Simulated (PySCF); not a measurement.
A geometry optimisation, step by step.

Compound: C10H14.
Numbering: `[CH3:1][CH2:2][CH2:3][C:4]1=[CH:5][CH:6]=[CH:7][C:8]12[CH2:9][CH2:10]2` (hydrogens: H11, H12, H13 on C1; H14, H15 on C2; H16, H17 on C3; H18 on C5; H19 on C6; H20 on C7; H21, H22 on C9; H23, H24 on C10)

Computed by this run: PBE0-D3(BJ)/def2-SVP geometry optimisation, gas phase (PySCF); density fitting, grid level 1; the optimiser is geomeTRIC in internal coordinates, started from a GFN2-xTB structure. 5 of its 7 geometries are shown. The frame can shift and turn from step to step; on so coarse a grid that alone can change the energy by a few meV, and forces under 0.02 eV/Å are noise.

Step 0: E = -10577.3797 eV, largest atomic force 0.702 eV/Å
```
atom  x, y, z in Å  |  force x, y, z in eV/Å
C1      2.825   -0.009    0.478   -0.367   0.549   0.085
C2      1.831    1.136    0.343    0.112  -0.495  -0.408
C3      0.809    0.902   -0.783    0.055  -0.227   0.579
C4     -0.086   -0.261   -0.517    0.117   0.661  -0.204
C5      0.142   -1.558   -0.815   -0.078  -0.049   0.004
C6     -0.955   -2.368   -0.345    0.033  -0.060   0.024
C7     -1.866   -1.576    0.244   -0.134   0.273   0.112
C8     -1.398   -0.183    0.165    0.030  -0.225   0.004
C9     -1.744    0.843    1.226   -0.155  -0.047  -0.428
C10    -2.396    0.934   -0.100    0.247  -0.076   0.364
H11     3.533    0.195    1.279    0.325   0.015   0.300
H12     3.383   -0.142   -0.446    0.279  -0.118  -0.382
H13     2.305   -0.936    0.705   -0.130  -0.422   0.092
H14     2.373    2.061    0.131    0.118   0.347   0.016
H15     1.307    1.265    1.292   -0.177   0.154   0.312
H16     1.355    0.727   -1.714    0.117   0.048  -0.311
H17     0.213    1.810   -0.907   -0.161   0.286  -0.161
H18     1.000   -1.950   -1.331    0.513  -0.129  -0.302
H19    -1.008   -3.436   -0.460   -0.105  -0.593  -0.038
H20    -2.801   -1.862    0.689   -0.539  -0.208   0.254
H21    -0.986    1.568    1.478    0.395   0.331   0.071
H22    -2.321    0.497    2.070   -0.267  -0.198   0.357
H23    -2.095    1.717   -0.779    0.224   0.356  -0.309
H24    -3.431    0.645   -0.194   -0.451  -0.175  -0.028
```

Step 2: E = -10577.4573 eV, largest atomic force 0.043 eV/Å
```
atom  x, y, z in Å  |  force x, y, z in eV/Å
C1      2.873   -0.207    0.261   -0.005  -0.011  -0.011
C2      1.842    0.894    0.077   -0.002   0.007   0.010
C3      0.830    0.621   -1.048    0.002   0.007  -0.018
C4     -0.070   -0.545   -0.803    0.024  -0.011   0.020
C5      0.145   -1.851   -1.117   -0.014   0.038  -0.014
C6     -0.966   -2.665   -0.640   -0.007   0.001   0.011
C7     -1.872   -1.864   -0.033   -0.019  -0.020   0.009
C8     -1.381   -0.475   -0.104    0.021  -0.010  -0.022
C9     -1.699    0.556    0.968    0.006   0.005   0.015
C10    -2.353    0.676   -0.351   -0.011  -0.001  -0.005
H11     3.576    0.035    1.072    0.001   0.005   0.002
H12     3.462   -0.358   -0.659   -0.001   0.004   0.003
H13     2.392   -1.166    0.506   -0.003   0.003   0.002
H14     2.352    1.847   -0.143    0.002  -0.003   0.001
H15     1.302    1.051    1.026    0.005  -0.002  -0.005
H16     1.384    0.458   -1.988    0.005  -0.002   0.008
H17     0.227    1.531   -1.207   -0.001  -0.002  -0.007
H18     1.016   -2.235   -1.651   -0.002   0.004   0.004
H19    -1.044   -3.746   -0.766   -0.003   0.001   0.002
H20    -2.820   -2.156    0.422   -0.003  -0.003  -0.001
H21    -0.905    1.263    1.221   -0.001  -0.004  -0.003
H22    -2.285    0.207    1.821   -0.004  -0.004  -0.005
H23    -2.018    1.460   -1.035    0.008  -0.004   0.001
H24    -3.407    0.407   -0.449    0.001   0.000   0.003
```

Step 3: E = -10577.4575 eV, largest atomic force 0.048 eV/Å
```
atom  x, y, z in Å  |  force x, y, z in eV/Å
C1      2.870   -0.203    0.265   -0.005   0.007   0.002
C2      1.840    0.897    0.074   -0.003  -0.010  -0.009
C3      0.831    0.619   -1.052   -0.004  -0.009   0.005
C4     -0.069   -0.547   -0.805   -0.002   0.000   0.019
C5      0.142   -1.852   -1.120   -0.021   0.003  -0.002
C6     -0.970   -2.666   -0.642   -0.002  -0.005  -0.003
C7     -1.875   -1.865   -0.033    0.043   0.014  -0.017
C8     -1.379   -0.477   -0.104   -0.020   0.012   0.004
C9     -1.693    0.552    0.970    0.000   0.002  -0.002
C10    -2.348    0.676   -0.348    0.004  -0.003   0.010
H11     3.570    0.043    1.077    0.004  -0.001   0.002
H12     3.462   -0.358   -0.651    0.003   0.001  -0.005
H13     2.388   -1.161    0.514   -0.005  -0.002   0.001
H14     2.351    1.850   -0.148    0.007   0.005  -0.002
H15     1.297    1.059    1.021   -0.002   0.000   0.007
H16     1.388    0.453   -1.990    0.010  -0.007  -0.002
H17     0.228    1.528   -1.217   -0.008   0.004  -0.007
H18     1.011   -2.238   -1.657    0.007  -0.005  -0.002
H19    -1.050   -3.746   -0.769    0.002  -0.010  -0.001
H20    -2.823   -2.155    0.422   -0.002  -0.001   0.002
H21    -0.897    1.255    1.225    0.001   0.005   0.001
H22    -2.280    0.203    1.823   -0.005  -0.004   0.002
H23    -2.011    1.460   -1.031    0.004   0.004  -0.004
H24    -3.403    0.411   -0.445   -0.005  -0.001   0.000
```

Step 4: E = -10577.4577 eV, largest atomic force 0.049 eV/Å
```
atom  x, y, z in Å  |  force x, y, z in eV/Å
C1      2.865   -0.202    0.270    0.000   0.013   0.012
C2      1.840    0.901    0.070   -0.005  -0.009  -0.016
C3      0.833    0.617   -1.057   -0.010  -0.006   0.018
C4     -0.069   -0.547   -0.805    0.000   0.008  -0.001
C5      0.140   -1.851   -1.124    0.007  -0.036  -0.009
C6     -0.970   -2.667   -0.645    0.006   0.049  -0.005
C7     -1.873   -1.865   -0.035    0.000   0.004   0.004
C8     -1.378   -0.477   -0.103   -0.015  -0.008   0.003
C9     -1.691    0.550    0.975   -0.002  -0.005  -0.012
C10    -2.347    0.678   -0.343    0.012  -0.007   0.013
H11     3.565    0.048    1.082    0.003  -0.005   0.000
H12     3.459   -0.365   -0.644    0.003  -0.003  -0.007
H13     2.379   -1.156    0.525   -0.001  -0.004  -0.001
H14     2.354    1.850   -0.158    0.005   0.006  -0.002
H15     1.296    1.070    1.014   -0.006   0.004   0.011
H16     1.392    0.444   -1.992    0.007  -0.007  -0.006
H17     0.231    1.526   -1.230   -0.007   0.004  -0.004
H18     1.009   -2.236   -1.662    0.011  -0.004  -0.006
H19    -1.051   -3.748   -0.773    0.002  -0.003   0.000
H20    -2.820   -2.156    0.421   -0.005   0.001   0.006
H21    -0.895    1.251    1.231    0.002   0.007   0.004
H22    -2.278    0.197    1.826   -0.003  -0.002   0.003
H23    -2.008    1.463   -1.024   -0.001   0.005  -0.003
H24    -3.402    0.414   -0.441   -0.005  -0.001  -0.002
```

Step 6: E = -10577.4581 eV, largest atomic force under 0.02 eV/Å
```
atom  x, y, z in Å  |  force x, y, z in eV/Å
C1      2.858   -0.198    0.278    0.000   0.002   0.002
C2      1.836    0.905    0.064    0.001   0.003   0.003
C3      0.834    0.613   -1.064    0.005  -0.001   0.000
C4     -0.068   -0.550   -0.808   -0.002   0.000  -0.004
C5      0.138   -1.854   -1.131    0.002   0.004  -0.004
C6     -0.974   -2.666   -0.652    0.005  -0.010   0.001
C7     -1.873   -1.865   -0.035   -0.015   0.001   0.002
C8     -1.375   -0.478   -0.102    0.007   0.000   0.004
C9     -1.683    0.545    0.981    0.000   0.001  -0.002
C10    -2.341    0.680   -0.336    0.001  -0.002   0.001
H11     3.557    0.057    1.090   -0.002   0.000  -0.002
H12     3.455   -0.370   -0.632   -0.002  -0.002   0.001
H13     2.369   -1.148    0.539    0.002  -0.001  -0.003
H14     2.354    1.851   -0.171   -0.003  -0.003   0.000
H15     1.289    1.085    1.005    0.004   0.002  -0.004
H16     1.398    0.430   -1.995    0.000   0.003   0.002
H17     0.233    1.520   -1.248    0.003  -0.004   0.000
H18     1.004   -2.240   -1.673   -0.004   0.003   0.002
H19    -1.058   -3.747   -0.781    0.000   0.003   0.001
H20    -2.819   -2.154    0.424    0.003   0.001  -0.001
H21    -0.885    1.245    1.239   -0.004  -0.002   0.002
H22    -2.270    0.190    1.831    0.003   0.002   0.000
H23    -2.001    1.467   -1.014   -0.004  -0.001   0.002
H24    -3.397    0.420   -0.432    0.002   0.002  -0.003
```

Task: Summarise the path.

Result: The energy falls by 1.81 kcal/mol from step 0 to step 6; nine tenths of that is first reached at step 1. It falls at every step. The largest force goes from 0.702 to under 0.02 eV/Å. Among the bonds C7–H20 changes most (a near tie, within 0.001 Å, with another), from 1.074 to 1.091 Å; the atoms move by 0.076 Å rms after alignment.

Task: Follow the three bonds and two angles with the largest change from start to end.

Result: 
| step | E above end (kcal/mol) | largest force (eV/Å) | C7–H20 (Å) | C5–H18 (Å) | C6–H19 (Å) | H16–C3–H17 (°) | H14–C2–H15 (°) |
| --- | --- | --- | --- | --- | --- | --- | --- |
| 0 | 1.81 | 0.702 | 1.074 | 1.076 | 1.075 | 108.0 | 107.8 |
| 1 | 0.05 | 0.128 | 1.092 | 1.093 | 1.092 | 105.9 | 106.0 |
| 2 | 0.02 | 0.043 | 1.091 | 1.092 | 1.091 | 105.8 | 105.9 |
| 3 | 0.01 | 0.048 | 1.090 | 1.092 | 1.091 | 105.8 | 105.9 |
| 4 | 0.01 | 0.049 | 1.090 | 1.091 | 1.091 | 105.8 | 105.9 |
| 5 | 0.00 | 0.045 | 1.091 | 1.092 | 1.091 | 105.9 | 106.0 |
| 6 | 0.00 | under 0.02 | 1.091 | 1.092 | 1.091 | 105.9 | 105.9 |

What follows is the cost of the whole optimisation. Cost: about 7 min of CPU time on one thread; the machine was shared, so the figure is rough.
